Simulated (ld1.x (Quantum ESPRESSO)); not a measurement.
**Ru (Z = 44), TM: configuration errors across variants**

```
Element                 : ruthenium (Ru)
Generator               : ld1.x (Quantum ESPRESSO) 7.5
Type                    : norm-conserving Troullier–Martins (Kleinman–Bylander form)
Functional              : PBE
Relativity              : non-relativistic
Frozen core             : [Kr]
Valence charge          : 8
Reference configuration : 4d7.5 5s0.5 5p0
Partial waves           : 5p (bound, empty): rc 3.85 bohr; 4d (bound): rc 1.15 bohr; 5s (bound): rc 2.60 bohr
Local potential         : the s channel
Core correction         : Bessel-smoothed model core, default radius (core density twice the valence density)
```

All-electron excitation energies from the reference (eV): (1) 4d7 5s1 5p0 0.623; (2) 4d7 5s0 5p0 7.461; (3) 4d6 5s0 5p0 25.901; (4) 4d6 5s1 5p0 11.125; (5) 4d7 5s0.5 5p0 3.287; (6) 4d6 5s2 5p0 3.097; (7) 4d7 5s0 5p1 3.720.

2 further variants failed, have other tests or another functional or relativity, and are left out.

Errors AE − PS in meV (a dash: test not solved or not reliable):

| change | (1) | (2) | (3) | (4) | (5) | (6) | (7) | bound ghosts |
| --- | --- | --- | --- | --- | --- | --- | --- | --- |
| base | -27 | -19 | -295 | -270 | -19 | -307 | -23 | none |
| wave 5p (bound): rc 3.85 bohr becomes 5p (bound): rc 4.60 bohr | -27 | – | -295 | -270 | -19 | -307 | – | none |
| wave 5s (bound): rc 2.60 bohr becomes 5s (bound): rc 3.06 bohr | -25 | -20 | -301 | -249 | -18 | -277 | -24 | none |
| wave 4d (bound): rc 1.15 bohr becomes 4d (bound): rc 1.58 bohr | -27 | -19 | -294 | -269 | -19 | -305 | -23 | none |

Question: Give the same row for: all radii but the core radius scaled by about 0.85 (s 2.22, p 3.28, d 0.98 bohr).

Answer: -24, -18, -286, -229, -17, -254, -26; bound ghosts: none.
